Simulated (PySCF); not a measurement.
Input file for PySCF: R-HF/3-21G on C2H3N (SMILES CC#N).

```python
from pyscf import gto, scf, dft, mp
from pyscf.data.elements import chemcore

mol = gto.M(
    atom='''
    C    -0.66686913   -0.63005736    3.69109046
    C     0.50122141    0.19423073    3.43624003
    N     1.41888119    0.84438635    3.19656742
    H    -1.37861083   -0.09236882    4.31761387
    H    -1.14213782   -0.87802457    2.74042043
    H    -0.37544388   -1.55116639    4.19593270
    ''',
    basis='3-21g',
    charge=0, spin=0, verbose=3, max_memory=1800)
mf = scf.RHF(mol)
mf.conv_tol = 1e-8
mf.max_cycle = 100
mf.kernel()
if not mf.converged:
    mf = mf.newton().run(mf.mo_coeff, mf.mo_occ)
```

It printed:

```
converged SCF energy = -131.19122405632
```

The run converged.

Cost: roughly 0.15 core-seconds.
